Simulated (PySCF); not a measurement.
CHCl (SMILES [CH]Cl), singlet, at a GFN2-xTB geometry; B3LYP/6-31G run with PySCF.

Input for PySCF:
```python
from pyscf import gto, scf, dft

mol = gto.Mole()
mol.atom = '''
    C    -1.025550    0.511417    0.049250
    Cl    0.466701   -0.163191   -0.013230
    H    -1.780622   -0.294258   -0.070584
'''
mol.basis = '6-31g'
mol.charge = 0
mol.spin = 0
mol.verbose = 5
mol.build()

mf = dft.RKS(mol)
mf.xc = 'b3lyp'
mf.kernel()
```

Question: Write the output that PySCF gives for this input, abridged.

Answer: 
```
PySCF version 2.14.0

[INPUT] verbose = 5
[INPUT] max_memory = 4000
[INPUT] num. atoms = 3
[INPUT] num. electrons = 24
[INPUT] charge = 0
[INPUT] spin (= nelec alpha-beta = 2S) = 0
[INPUT] symmetry False subgroup None
[INPUT] Mole.unit = angstrom
[INPUT] Symbol           X                Y                Z      unit          X                Y                Z       unit  Magmom
[...]
[INPUT] ---------------- BASIS SET ----------------
[INPUT] l, kappa, [nprim/nctr], expnt,             c_1 c_2 ...
[INPUT] Cl
[...]
                                3780.35           0.014034
                                860.474           0.069097
                                242.145           0.237452
                                77.3349           0.483034
                                26.247            0.339856
[...]
                                116.984           -0.030714
                                37.4153           -0.112528
                                13.7834           0.045016
                                5.45215           0.589353
                                2.22588           0.465206
[...]
                                1.14427           0.061589
                                0.420377          1.06018
[...]
                                116.984           0.030318
                                37.4153           0.12988
                                13.7834           0.327951
                                5.45215           0.453527
                                2.22588           0.252154
[...]
                                1.14427           0.323572
                                0.420377          0.743507
[...]
[INPUT] C
[...]
                                457.36951         0.0140373
                                103.94869         0.0688426
                                29.210155         0.2321844
                                9.286663          0.4679413
                                3.163927          0.362312
[...]
                                1.8812885         -0.1608542
                                0.5442493         1.1434564
[...]
                                1.8812885         0.316424
                                0.5442493         0.7443083
[...]
[INPUT] H
[...]
                                2.8253937         0.23472695
                                0.6401217         0.81375733
[...]
nuclear repulsion = 39.7890119259498
number of shells = 14
number of NR pGTOs = 72
number of NR cGTOs = 24
basis = 6-31g
ecp = {}

******** <class 'pyscf.dft.rks.RKS'> ********
method = RKS
initial guess = minao
damping factor = 0
level_shift factor = 0
DIIS = <class 'pyscf.scf.diis.CDIIS'>
diis_start_cycle = 1
diis_space = 8
diis_damp = 0
SCF conv_tol = 1e-09
SCF conv_tol_grad = None
SCF max_cycles = 50
direct_scf = True
direct_scf_tol = 1e-13
XC library pyscf.dft.libxc version 7.1.2
    S. Lehtola, C. Steigemann, M. J. T. Oliveira, and M. A. L. Marques,  SoftwareX 7, 1–5 (2018)
XC functionals = b3lyp
    P. J. Stephens, F. J. Devlin, C. F. Chabalowski, and M. J. Frisch,  J. Phys. Chem. 98, 11623 (1994)
radial grids:
    Treutler-Ahlrichs [JCP 102, 346 (1995); DOI:10.1063/1.469408] (M4) radial grids

becke partition: Becke, JCP 88, 2547 (1988); DOI:10.1063/1.454033
pruning grids: <function nwchem_prune>
grids dens level: 3
symmetrized grids: False
atomic radii adjust function: <function treutler_atomic_radii_adjust>
small_rho_cutoff = 0
Set gradient conv threshold to 3.16228e-05
Initial guess from minao.
atom C rad-grids = 75, ang-grids = [ 50  50  50  50  50  50  50  50  50  50  50  50  50  50  50  50  50  50
  50  50  50  50  86  86  86  86  86  86  86  86  86  86 266 266 266 266
 266 266 302 302 302 302 302 302 302 302 302 302 302 302 302 302 302 302
 302 302 302 302 266 266 266 266 266 266 266 266 266 266 266 266 266 266
 266 266 266]
atom Cl rad-grids = 80, ang-grids = [ 50  50  50  50  50  50  50  50  50  50  50  50  50  50  50  50  50  50
  50  50  50  50  50  50  86  86  86  86  86  86  86  86  86  86  86  86
  86 350 350 350 350 350 350 350 350 350 434 434 434 434 434 434 434 434
 434 434 434 434 434 434 434 434 434 434 350 350 350 350 350 350 350 350
 350 350 350 350 350 350 350 350]
atom H rad-grids = 50, ang-grids = [ 50  50  50  50  50  50  50  50  50  50  50  50  50  50  50  86  86  86
  86 266 266 266 266 266 302 302 302 302 302 302 302 302 302 302 302 302
 302 266 266 266 266 266 266 266 266 266 266 266 266 266]
tot_boxes 1170, boxes in each direction [11  8  7]
Padding 2 grids
tot grids = 42808
nelec by numeric integration = 23.991723672273622
E1 = -764.856032582227  E2 = 226.16924396743102  Ecoul = 260.08878607229985  Exc = -33.91954210486883
init E= -498.897776688846
cond(S) = 166.00353617138202
[...]
  mo_energy =
[-1.01605432e+02 -1.02622138e+01 -9.54739529e+00 -7.30370396e+00
 -7.30112803e+00 -7.30111544e+00 -9.60420815e-01 -6.52255878e-01
 -4.61498431e-01 -4.00762696e-01 -3.86597353e-01 -2.26309424e-01
 -1.41522813e-01  6.33712064e-02  1.21574899e-01  3.63946221e-01
  4.16437746e-01  4.16883769e-01  4.28069335e-01  5.38001005e-01
  5.57931065e-01  6.02227008e-01  8.68568255e-01  9.18755160e-01]
nelec by numeric integration = 24.000000967922123
E1 = -765.195789045011  E2 = 226.70651769158073  Ecoul = 260.71667988871997  Exc = -34.010162197139245
cycle= 1 E= -498.70025942748  delta_E= 0.198  |g|= 0.128  |ddm|= 1.84
[...]
  mo_energy =
[-1.01536379e+02 -1.03260567e+01 -9.48466515e+00 -7.24479881e+00
 -7.23903087e+00 -7.23357420e+00 -9.50346811e-01 -6.47351049e-01
 -4.72696810e-01 -3.99681245e-01 -3.75242652e-01 -2.28720620e-01
 -1.27210235e-01  5.93694820e-02  1.21554906e-01  3.81106332e-01
  4.23625542e-01  4.32123657e-01  4.39220134e-01  5.47533244e-01
  5.52850279e-01  6.10427124e-01  8.55867818e-01  8.95430133e-01]
nelec by numeric integration = 24.000000952341082
E1 = -764.5074469535647  E2 = 226.0188512125522  Ecoul = 259.99776379853023  Exc = -33.97891258597805
cycle= 2 E= -498.699583815063  delta_E= 0.000676  |g|= 0.148  |ddm|= 0.414
[...]
  mo_energy =
[-1.01587892e+02 -1.02667709e+01 -9.52624312e+00 -7.28739524e+00
 -7.28208811e+00 -7.27592293e+00 -9.53006925e-01 -6.40414241e-01
 -4.70832946e-01 -4.10396314e-01 -3.84153426e-01 -2.13756882e-01
 -1.09936795e-01  6.66095790e-02  1.33874327e-01  3.71851110e-01
  4.13742745e-01  4.21417089e-01  4.28820648e-01  5.67286348e-01
  5.73789708e-01  6.25750300e-01  8.74280642e-01  9.10513957e-01]
nelec by numeric integration = 24.00000096438628
E1 = -765.1127484441552  E2 = 226.61775993356375  Ecoul = 260.6199285265118  Exc = -34.00216859294803
cycle= 3 E= -498.705976584642  delta_E= -0.00639  |g|= 0.0392  |ddm|= 0.224
[...]
  mo_energy =
[-1.01575373e+02 -1.02780335e+01 -9.51565544e+00 -7.27676477e+00
 -7.27129887e+00 -7.26522693e+00 -9.47914080e-01 -6.41004305e-01
 -4.70002137e-01 -4.06399078e-01 -3.81466090e-01 -2.19038229e-01
 -1.13387076e-01  6.66540182e-02  1.31871988e-01  3.74561801e-01
  4.16832996e-01  4.24539077e-01  4.31375780e-01  5.63413868e-01
  5.67994308e-01  6.22505470e-01  8.72602424e-01  9.08922086e-01]
nelec by numeric integration = 24.000000961513447
E1 = -764.9685568345981  E2 = 226.47309196861607  Ecoul = 260.46905250652225  Exc = -33.99596053790617
cycle= 4 E= -498.706452940032  delta_E= -0.000476  |g|= 0.00108  |ddm|= 0.0493
[...]
  mo_energy =
[-1.01576662e+02 -1.02786746e+01 -9.51663508e+00 -7.27776401e+00
 -7.27229541e+00 -7.26625099e+00 -9.48487495e-01 -6.41341520e-01
 -4.70415107e-01 -4.06762658e-01 -3.81829301e-01 -2.19618004e-01
 -1.13801580e-01  6.63471897e-02  1.31507452e-01  3.74389621e-01
  4.16659647e-01  4.24360150e-01  4.31120216e-01  5.63037851e-01
  5.67592504e-01  6.22071243e-01  8.72243148e-01  9.08542226e-01]
nelec by numeric integration = 24.000000961642765
E1 = -764.9773671497965  E2 = 226.4819019413842  Ecoul = 260.47864252447744  Exc = -33.996740583093235
cycle= 5 E= -498.706453282462  delta_E= -3.42e-07  |g|= 0.000486  |ddm|= 0.00274
[...]
  mo_energy =
[-1.01576226e+02 -1.02783393e+01 -9.51628951e+00 -7.27741219e+00
 -7.27193950e+00 -7.26589643e+00 -9.48302011e-01 -6.41223612e-01
 -4.70290735e-01 -4.06618902e-01 -3.81689696e-01 -2.19495635e-01
 -1.13666732e-01  6.64469341e-02  1.31572330e-01  3.74480765e-01
  4.16756460e-01  4.24454156e-01  4.31216376e-01  5.63148532e-01
  5.67690329e-01  6.22156650e-01  8.72269984e-01  9.08633930e-01]
nelec by numeric integration = 24.00000096160081
E1 = -764.9730623259034  E2 = 226.4775970419801  Ecoul = 260.474006976002  Exc = -33.996409934021905
cycle= 6 E= -498.706453357973  delta_E= -7.55e-08  |g|= 5.7e-05  |ddm|= 0.000901
[...]
  mo_energy =
[-1.01576252e+02 -1.02783618e+01 -9.51631538e+00 -7.27743927e+00
 -7.27196459e+00 -7.26592197e+00 -9.48315619e-01 -6.41228699e-01
 -4.70298103e-01 -4.06633448e-01 -3.81703373e-01 -2.19498665e-01
 -1.13669990e-01  6.64419431e-02  1.31576346e-01  3.74468126e-01
  4.16744991e-01  4.24441330e-01  4.31204124e-01  5.63146713e-01
  5.67692990e-01  6.22156871e-01  8.72287169e-01  9.08631751e-01]
nelec by numeric integration = 24.00000096160717
E1 = -764.9735528914529  E2 = 226.47808760610454  Ecoul = 260.47452915501106  Exc = -33.996441548906525
cycle= 7 E= -498.706453359399  delta_E= -1.43e-09  |g|= 9.96e-06  |ddm|= 0.000132
[...]
  mo_energy =
[-1.01576252e+02 -1.02783639e+01 -9.51631444e+00 -7.27743855e+00
 -7.27196348e+00 -7.26592115e+00 -9.48315134e-01 -6.41230009e-01
 -4.70298774e-01 -4.06632263e-01 -3.81702703e-01 -2.19499315e-01
 -1.13670854e-01  6.64410577e-02  1.31574742e-01  3.74469071e-01
  4.16746041e-01  4.24441913e-01  4.31205174e-01  5.63145660e-01
  5.67691273e-01  6.22156072e-01  8.72283356e-01  9.08630739e-01]
nelec by numeric integration = 24.000000961606613
E1 = -764.9735129827118  E2 = 226.47804769732335  Ecoul = 260.4744879783459  Exc = -33.99644028102256
cycle= 8 E= -498.706453359439  delta_E= -4.01e-11  |g|= 1.03e-06  |ddm|= 2.48e-05
[...]
  mo_energy =
[-1.01576251e+02 -1.02783642e+01 -9.51631366e+00 -7.27743780e+00
 -7.27196263e+00 -7.26592036e+00 -9.48315010e-01 -6.41229793e-01
 -4.70298617e-01 -4.06632006e-01 -3.81702460e-01 -2.19499356e-01
 -1.13670878e-01  6.64410974e-02  1.31574791e-01  3.74469282e-01
  4.16746246e-01  4.24442108e-01  4.31205306e-01  5.63145560e-01
  5.67691224e-01  6.22155974e-01  8.72283521e-01  9.08630654e-01]
nelec by numeric integration = 24.00000096160653
E1 = -764.973504435989  E2 = 226.4780391506006  Ecoul = 260.47447894851985  Exc = -33.99643979791924
Extra cycle  E= -498.706453359439  delta_E= 1.14e-13  |g|= 1.23e-06  |ddm|= 4.26e-06
converged SCF energy = -498.706453359439
```
